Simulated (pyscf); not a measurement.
Optimised with ωB97X-D3(BJ)/def2-SVP in PySCF.

SMILES: O[SiH2][SiH](O)F
```xyz
10

O     -1.4464    -1.7894     1.5368
Si    -0.1683    -1.4852     0.4994
Si    -0.8700     0.4026    -0.6731
O     -0.6220     0.2051    -2.2981
F     -2.4829     0.3981    -0.3410
H     -2.2773    -1.3877     1.2543
H      1.0640    -1.2485     1.3000
H      0.0905    -2.6126    -0.4427
H     -0.3857     1.7411    -0.2310
H     -0.7961     0.9519    -2.8811
```

Q: How much does it cost (ΔH, 298 K, ωB97M-D3(BJ)/def2-TZVP) to split HO–SiH₂–SiH(OH)–F (SMILES O[SiH2][SiH](O)F) at its Si–Si bond into HO–SiH₂• + HO–SiH•–F?

A: Si–Si to HO–SiH₂• + HO–SiH•–F: 76.6 kcal/mol. The 7 functionals that were run give +69.3 (r²SCAN) to +81.0 kcal/mol (ωB97X-D3(BJ)). Other isomers of HO–SiH₂•, HO–SiH•–F were not searched in full and may lie lower.
